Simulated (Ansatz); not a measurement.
Ansatz (an electronic-structure program) input (HF/3-21G): The .json file is the Basis Set Exchange's 3-21G.

Ansatz 0.2 input:
```yaml
crystal:
  periodic: [false, false, false]
  atoms:
    - {symbol: Cl, position_ang: [-0.30862177, -1.35705454, 1.99879761]}
    - {symbol: Si, position_ang: [-0.03697397, -0.16257991, 0.23946299]}
    - {symbol: Br, position_ang: [-1.73647263, -0.62561978, -1.22078169]}
    - {symbol: Br, position_ang: [1.98428771, -0.69321238, -0.69217349]}
    - {symbol: Br, position_ang: [-0.08312348, 2.04300489, 0.84632543]}
basis:
  gaussian:
    orbitals: 3-21G.json
hamiltonian:
  xc: {name: HF}
phonons: {temperatures: {t_min: 298.15, t_max: 298.15, t_step: 100}}
```

Output:

```
Functional definition: HF
integrals: 0.03 GiB planned
968 factors; integrals over basis functions are off by at most 7.2e-5 eV
mean field: 0.51 GiB planned
mean field evaluation 1: about -229253.2733 eV, gradient 2.4e1 eV
mean field evaluation 2: about -229253.2783 eV, gradient 2.4e1 eV
mean field evaluation 4: about -229255.7790 eV, gradient 9.4e-1 eV
mean field evaluation 8: about -229255.7882 eV, gradient 7.3e-4 eV
mean field -229255.78820428 eV, -8424.9948213528 hartree, gradient 1.8e-5 eV, S^2 0.000000; 0 other end points of the search recorded, 0 dependent functions left out
the calculation of the forces begins
reference -229255.78820428 eV, -8424.9948213528 hartree; 68, 68 occupied and 27, 27 virtual orbitals, 968 factors
these checks for a lower state are left out or cut short: stability, starts, cluster_reference, orbital_swaps, neighbouring_geometries, increment
integrals: 0.03 GiB planned
968 factors; integrals over basis functions are off by at most 7.2e-5 eV
mean field: 0.51 GiB planned
mean field evaluation 16: about -229255.7882 eV, gradient 7.7e-5 eV
mean field -229255.78819140 eV, -8424.9948208794 hartree, gradient 2.5e-6 eV, S^2 0.000000; 0 other end points of the search recorded, 0 dependent functions left out
the calculation of the forces begins
reference -229255.78819140 eV, -8424.9948208794 hartree; 68, 68 occupied and 27, 27 virtual orbitals, 968 factors
these checks for a lower state are left out or cut short: stability, starts, cluster_reference, orbital_swaps, neighbouring_geometries, increment
integrals: 0.03 GiB planned
968 factors; integrals over basis functions are off by at most 7.2e-5 eV
mean field: 0.51 GiB planned
mean field -229255.78819051 eV, -8424.9948208466 hartree, gradient 2.5e-6 eV, S^2 0.000000; 0 other end points of the search recorded, 0 dependent functions left out
the calculation of the forces begins
reference -229255.78819051 eV, -8424.9948208466 hartree; 68, 68 occupied and 27, 27 virtual orbitals, 968 factors
these checks for a lower state are left out or cut short: stability, starts, cluster_reference, orbital_swaps, neighbouring_geometries, increment
integrals: 0.03 GiB planned
968 factors; integrals over basis functions are off by at most 7.2e-5 eV
mean field: 0.51 GiB planned
mean field evaluation 32: about -229255.7882 eV, gradient 7.7e-5 eV
mean field -229255.78818080 eV, -8424.9948204900 hartree, gradient 2.5e-6 eV, S^2 0.000000; 0 other end points of the search recorded, 0 dependent functions left out
the calculation of the forces begins
reference -229255.78818080 eV, -8424.9948204900 hartree; 68, 68 occupied and 27, 27 virtual orbitals, 968 factors
these checks for a lower state are left out or cut short: stability, starts, cluster_reference, orbital_swaps, neighbouring_geometries, increment
integrals: 0.03 GiB planned
968 factors; integrals over basis functions are off by at most 7.2e-5 eV
mean field: 0.51 GiB planned
mean field -229255.78818204 eV, -8424.9948205356 hartree, gradient 2.4e-6 eV, S^2 0.000000; 0 other end points of the search recorded, 0 dependent functions left out
the calculation of the forces begins
reference -229255.78818204 eV, -8424.9948205356 hartree; 68, 68 occupied and 27, 27 virtual orbitals, 968 factors
these checks for a lower state are left out or cut short: stability, starts, cluster_reference, orbital_swaps, neighbouring_geometries, increment
integrals: 0.03 GiB planned
968 factors; integrals over basis functions are off by at most 7.2e-5 eV
mean field: 0.51 GiB planned
mean field -229255.78814430 eV, -8424.9948191488 hartree, gradient 2.5e-6 eV, S^2 0.000000; 0 other end points of the search recorded, 0 dependent functions left out
the calculation of the forces begins
reference -229255.78814430 eV, -8424.9948191488 hartree; 68, 68 occupied and 27, 27 virtual orbitals, 968 factors
these checks for a lower state are left out or cut short: stability, starts, cluster_reference, orbital_swaps, neighbouring_geometries, increment
integrals: 0.03 GiB planned
968 factors; integrals over basis functions are off by at most 7.2e-5 eV
mean field: 0.51 GiB planned
mean field -229255.78814427 eV, -8424.9948191474 hartree, gradient 2.4e-6 eV, S^2 0.000000; 0 other end points of the search recorded, 0 dependent functions left out
the calculation of the forces begins
reference -229255.78814427 eV, -8424.9948191474 hartree; 68, 68 occupied and 27, 27 virtual orbitals, 968 factors
these checks for a lower state are left out or cut short: stability, starts, cluster_reference, orbital_swaps, neighbouring_geometries, increment
integrals: 0.03 GiB planned
968 factors; integrals over basis functions are off by at most 7.2e-5 eV
mean field: 0.51 GiB planned
mean field evaluation 64: about -229255.7881 eV, gradient 2.4e-6 eV
mean field -229255.78814340 eV, -8424.9948191156 hartree, gradient 2.4e-6 eV, S^2 0.000000; 0 other end points of the search recorded, 0 dependent functions left out
the calculation of the forces begins
reference -229255.78814340 eV, -8424.9948191156 hartree; 68, 68 occupied and 27, 27 virtual orbitals, 968 factors
these checks for a lower state are left out or cut short: stability, starts, cluster_reference, orbital_swaps, neighbouring_geometries, increment
integrals: 0.03 GiB planned
968 factors; integrals over basis functions are off by at most 7.2e-5 eV
mean field: 0.51 GiB planned
mean field -229255.78814352 eV, -8424.9948191199 hartree, gradient 2.5e-6 eV, S^2 0.000000; 0 other end points of the search recorded, 0 dependent functions left out
the calculation of the forces begins
reference -229255.78814352 eV, -8424.9948191199 hartree; 68, 68 occupied and 27, 27 virtual orbitals, 968 factors
these checks for a lower state are left out or cut short: stability, starts, cluster_reference, orbital_swaps, neighbouring_geometries, increment
integrals: 0.03 GiB planned
968 factors; integrals over basis functions are off by at most 7.2e-5 eV
mean field: 0.51 GiB planned
mean field -229255.78818166 eV, -8424.9948205216 hartree, gradient 2.5e-6 eV, S^2 0.000000; 0 other end points of the search recorded, 0 dependent functions left out
the calculation of the forces begins
reference -229255.78818166 eV, -8424.9948205216 hartree; 68, 68 occupied and 27, 27 virtual orbitals, 968 factors
these checks for a lower state are left out or cut short: stability, starts, cluster_reference, orbital_swaps, neighbouring_geometries, increment
integrals: 0.03 GiB planned
968 factors; integrals over basis functions are off by at most 7.2e-5 eV
mean field: 0.51 GiB planned
mean field -229255.78818010 eV, -8424.9948204643 hartree, gradient 2.5e-6 eV, S^2 0.000000; 0 other end points of the search recorded, 0 dependent functions left out
the calculation of the forces begins
reference -229255.78818010 eV, -8424.9948204643 hartree; 68, 68 occupied and 27, 27 virtual orbitals, 968 factors
these checks for a lower state are left out or cut short: stability, starts, cluster_reference, orbital_swaps, neighbouring_geometries, increment
integrals: 0.03 GiB planned
968 factors; integrals over basis functions are off by at most 7.2e-5 eV
mean field: 0.51 GiB planned
mean field -229255.78819136 eV, -8424.9948208779 hartree, gradient 8.8e-7 eV, S^2 0.000000; 0 other end points of the search recorded, 0 dependent functions left out
the calculation of the forces begins
reference -229255.78819136 eV, -8424.9948208779 hartree; 68, 68 occupied and 27, 27 virtual orbitals, 968 factors
these checks for a lower state are left out or cut short: stability, starts, cluster_reference, orbital_swaps, neighbouring_geometries, increment
integrals: 0.03 GiB planned
968 factors; integrals over basis functions are off by at most 7.2e-5 eV
mean field: 0.51 GiB planned
mean field evaluation 96: about -229255.7882 eV, gradient 4.2e-2 eV
mean field -229255.78819027 eV, -8424.9948208380 hartree, gradient 2.5e-6 eV, S^2 0.000000; 0 other end points of the search recorded, 0 dependent functions left out
the calculation of the forces begins
reference -229255.78819027 eV, -8424.9948208380 hartree; 68, 68 occupied and 27, 27 virtual orbitals, 968 factors
these checks for a lower state are left out or cut short: stability, starts, cluster_reference, orbital_swaps, neighbouring_geometries, increment
integrals: 0.03 GiB planned
968 factors; integrals over basis functions are off by at most 7.2e-5 eV
mean field: 0.51 GiB planned
mean field -229255.78816952 eV, -8424.9948200755 hartree, gradient 2.5e-6 eV, S^2 0.000000; 0 other end points of the search recorded, 0 dependent functions left out
the calculation of the forces begins
reference -229255.78816952 eV, -8424.9948200755 hartree; 68, 68 occupied and 27, 27 virtual orbitals, 968 factors
these checks for a lower state are left out or cut short: stability, starts, cluster_reference, orbital_swaps, neighbouring_geometries, increment
integrals: 0.03 GiB planned
968 factors; integrals over basis functions are off by at most 7.2e-5 eV
mean field: 0.51 GiB planned
mean field -229255.78817142 eV, -8424.9948201453 hartree, gradient 2.5e-6 eV, S^2 0.000000; 0 other end points of the search recorded, 0 dependent functions left out
the calculation of the forces begins
reference -229255.78817142 eV, -8424.9948201453 hartree; 68, 68 occupied and 27, 27 virtual orbitals, 968 factors
these checks for a lower state are left out or cut short: stability, starts, cluster_reference, orbital_swaps, neighbouring_geometries, increment
integrals: 0.03 GiB planned
968 factors; integrals over basis functions are off by at most 7.2e-5 eV
mean field: 0.51 GiB planned
mean field -229255.78819839 eV, -8424.9948211365 hartree, gradient 3.0e-6 eV, S^2 0.000000; 0 other end points of the search recorded, 0 dependent functions left out
the calculation of the forces begins
reference -229255.78819839 eV, -8424.9948211365 hartree; 68, 68 occupied and 27, 27 virtual orbitals, 968 factors
these checks for a lower state are left out or cut short: stability, starts, cluster_reference, orbital_swaps, neighbouring_geometries, increment
integrals: 0.03 GiB planned
968 factors; integrals over basis functions are off by at most 7.2e-5 eV
mean field: 0.51 GiB planned
mean field -229255.78819781 eV, -8424.9948211149 hartree, gradient 9.9e-7 eV, S^2 0.000000; 0 other end points of the search recorded, 0 dependent functions left out
the calculation of the forces begins
reference -229255.78819781 eV, -8424.9948211149 hartree; 68, 68 occupied and 27, 27 virtual orbitals, 968 factors
these checks for a lower state are left out or cut short: stability, starts, cluster_reference, orbital_swaps, neighbouring_geometries, increment
integrals: 0.03 GiB planned
968 factors; integrals over basis functions are off by at most 7.2e-5 eV
mean field: 0.51 GiB planned
mean field evaluation 128: about -229255.7882 eV, gradient 8.7e-2 eV
mean field -229255.78819429 eV, -8424.9948209855 hartree, gradient 8.3e-7 eV, S^2 0.000000; 0 other end points of the search recorded, 0 dependent functions left out
the calculation of the forces begins
reference -229255.78819429 eV, -8424.9948209855 hartree; 68, 68 occupied and 27, 27 virtual orbitals, 968 factors
these checks for a lower state are left out or cut short: stability, starts, cluster_reference, orbital_swaps, neighbouring_geometries, increment
integrals: 0.03 GiB planned
968 factors; integrals over basis functions are off by at most 7.2e-5 eV
mean field: 0.51 GiB planned
mean field -229255.78819323 eV, -8424.9948209469 hartree, gradient 1.1e-6 eV, S^2 0.000000; 0 other end points of the search recorded, 0 dependent functions left out
the calculation of the forces begins
reference -229255.78819323 eV, -8424.9948209469 hartree; 68, 68 occupied and 27, 27 virtual orbitals, 968 factors
Total energy: -229255.78820428 eV, -8424.9948213528 hartree
Atom 0 at    -0.308622    -1.357055     1.998798 Å, force     0.000052     0.000229    -0.000337 eV/Å
Atom 1 at    -0.036974    -0.162580     0.239463 Å, force     0.000010     0.000046    -0.000068 eV/Å
Atom 2 at    -1.736473    -0.625620    -1.220782 Å, force     0.000378     0.000101     0.000328 eV/Å
Atom 3 at     1.984288    -0.693212    -0.692173 Å, force    -0.000450     0.000117     0.000210 eV/Å
Atom 4 at    -0.083123     2.043005     0.846325 Å, force     0.000010    -0.000493    -0.000133 eV/Å
Dipole moment:     0.031128     0.136872    -0.201599 e Å
Vibrations: 97.78 97.78 148.05 151.10 151.10 255.30 467.85 467.85 534.59 cm⁻¹, zero-point energy 0.147008 eV
```

The blocks after the first are displaced geometries, from whose forces the wavenumbers follow.
